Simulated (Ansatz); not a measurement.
`NBC1N[SiH2]1` + H₂S → `SC1N[SiH2]1` + `BN`  (substitution at a C–B bond)

Isolated molecules relaxed with PBE0-D4/def2-TZVP in Ansatz; ΔE leaves out vibrations. CCSD(T)/CBS adds triple-zeta CCSD(T) − MP2 to the extrapolated MP2 energy (def2 sets, frozen cores). This one scheme is used for every species. DFT in def2-TZVPP. Each species was taken in one conformer, which may not be the lowest.

```tsv
level	ΔE (kcal/mol)
PBE-D4	11.6
MP2/def2-TZVPP	12.1
```

**Question.** What does CCSD(T)/CBS give? (Estimate.)

**Answer.** The calculation gave: +12.4 kcal/mol. The listed levels differ from it by -0.8, -0.3 kcal/mol.

Largest T1 diagnostic among the species: 0.013.
